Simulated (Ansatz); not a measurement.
Geometry optimisation, Ansatz 0.2.0, DFT PBEsol, scalar-relativistic, plane waves, PAW.

input.yaml

```yaml
accuracy: low
crystal:
  lattice:
    - [5.9, 0.0, 0.0]
    - [-4.425, 7.664325, 0.0]
    - [0.0, 0.0, 4.6846]
  atoms:
    - { symbol: Ti, position: [0.0, 0.0, 0.0] }
    - { symbol: Ti, position: [0.1666667, 0.2222222, 0.5] }
    - { symbol: Ti, position: [0.0, 0.3333333, 0.0] }
    - { symbol: Ti, position: [0.1666667, 0.5555556, 0.5] }
    - { symbol: Ti, position: [0.0, 0.6666667, 0.0] }
    - { symbol: Ti, position: [0.1666667, 0.8888889, 0.5] }
    - { symbol: Ti, position: [0.5, 0.0, 0.0] }
    - { symbol: Ti, position: [0.6666667, 0.2222222, 0.5] }
    - { symbol: Ti, position: [0.5, 0.3333333, 0.0] }
    - { symbol: Ti, position: [0.6666667, 0.5555556, 0.5] }
    - { symbol: Ti, position: [0.5, 0.6666667, 0.0] }
    - { symbol: Ti, position: [0.6666667, 0.8888889, 0.5] }
    - { symbol: Li, position: [0.8478894, 0.1152546, 0.2599077] }
basis:
  ecutwfc: 420.0
kpoints:
  mp_grid: { grid: [2, 2, 2] }
hamiltonian:
  xc: pbesol
scf:
  occupations: { method: fermi_dirac, width: 0.05 }
  lower_state_search: "off"
relax:
  f_tol: 0.08
  max_steps: 25
  adjacent_minimum: "off"
output:
  write_density: true
  write_potential: true
  elf: true
  volumetric_format: npy
```

Command:

```bash
$ ansatz run input.yaml --threads 1 --pin off --max-ram 3072MiB --backend cpu --events-out ev --progress --plain --runs-dir out
```

Task: Where does it end, and by what steps?

Result: The forces met the threshold. The threshold is loose, so the end isn't yet a minimum. Limits of this set-up: coarse k mesh, low accuracy level. After 5 steps the energy has fallen by 3.223 eV; Ti2 moved furthest, 0.41 Å.

| step | energy less start (eV) | largest force component (eV/Å) | accepted |
| --- | --- | --- | --- |
| 0 | 0.0000 | 2.512 | yes |
| 1 | -1.8593 | 1.273 | yes |
| 2 | -2.8686 | 0.577 | yes |
| 3 | -3.1632 | 0.460 | yes |
| 4 | -3.2142 | 0.168 | yes |
| 5 | -3.2230 | 0.063 | yes |

```xyz
13
Lattice="5.9000 0.0000 0.0000 -4.4250 7.6643 0.0000 0.0000 0.0000 4.6846" Properties=species:S:1:pos:R:3
Ti 0.166 -0.179 -0.323
Ti 0.208 1.880 2.653
Ti -1.458 2.806 -0.183
Ti -1.512 4.167 2.176
Ti -2.830 5.129 -0.229
Ti -2.977 6.874 2.023
Ti 2.789 -0.108 -0.279
Ti 2.748 1.873 2.642
Ti 1.502 2.531 0.329
Ti 1.410 4.279 2.555
Ti 0.039 5.148 0.127
Ti -0.082 6.502 2.501
Li 4.488 0.858 1.280
```

Whether the end is a true minimum wasn't checked by a vibrational analysis.

Run time: 53 s on 1 thread of Arm Neoverse V1, with other jobs on the host, peak memory 0.52 GiB.
